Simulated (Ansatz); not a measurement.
Cl2FH3OSSi2, SMILES `O[SiH2]S[Si](F)(Cl)Cl`, charge 0, multiplicity 1.

(1) Give a relaxed structure at PBE0-D4/def2-TZVP (the Gaussian-basis code of Ansatz). (An estimate is asked.)

Results:

(1) Computed: 
Cartesian coordinates in Å:
```
O 0.861 0.402 2.040
Si 1.121 0.951 0.526
S -0.717 1.331 -0.553
Si -1.194 -0.660 -0.966
F -0.863 -1.559 0.309
Cl -0.137 -1.465 -2.496
Cl -3.169 -0.828 -1.357
H 0.418 -0.445 2.132
H 1.919 -0.002 -0.281
H 1.761 2.275 0.646
```
This is one stationary point; other conformers may exist.
